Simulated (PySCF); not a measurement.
One ligand Y is varied and pulled off as a radical: Zn(F)1–Y. Gas-phase values, no solvent. One relaxed conformer stands for each flexible species; it need not be the lowest. Multiplicities are imposed; where one is given, others were not computed. Strings in code marks are SMILES.

All values below come from PBE-D3(BJ)/def2-TZVP // PBE-D3(BJ)/def2-SVP in PySCF. All candidates: neutral, multiplicity 1. 

```json
{
 "LUMO": "-2.86 eV",
 "dipole_moment": "0.95 D",
 "HOMO": "-7.58 eV"
}
```

### Question
Name which member has these values.
(A) [Zn(F)(CH3)]
(B) [Zn(F)(Cl)]
(C) [Zn(F)2]
(D) [Zn(F)(Br)]

### Answer
D, [Zn(F)(Br)]. The others give [Zn(F)(Cl)]: -2.85 eV, 0.60 D, -7.96 eV; [Zn(F)(CH3)]: -1.39 eV, 2.74 D, -7.63 eV; [Zn(F)2]: -3.00 eV, 0.00 D, -8.58 eV
